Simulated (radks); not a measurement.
Q: Ti4+, 18 electrons, occupied as [Ar] (the NIST ground configuration). Calculated with a radial shooting solver on a logarithmic mesh with Libxc functionals: scalar-relativistic Kohn-Sham, exchange-only LDA, spin-polarised, spherical densities, finite nucleus; Fermi nuclear charge, rms radius 3.5921 fm. Some entries of the table are withheld. Estimate them.

orbital  occ.  eigenvalue (hartree)  <1/r> (bohr^-1)
1s          2             -180.3415            21.76
2s          2             -21.64169            4.533
2p          6             -18.27310            4.443
3s          2              -4.10694            1.443
3p          6                   (1)            1.331
3d          0              -1.86638            1.089
4s          0              -1.32549           0.5670
4p          0                   (2)              (3)
4f          0                   (4)           0.2987

A: 
(1) 3p eigenvalue (hartree): -3.21837
(2) 4p eigenvalue (hartree): -1.09047
(3) 4p <1/r> (bohr^-1): 0.5105
(4) 4f eigenvalue (hartree): -0.54442
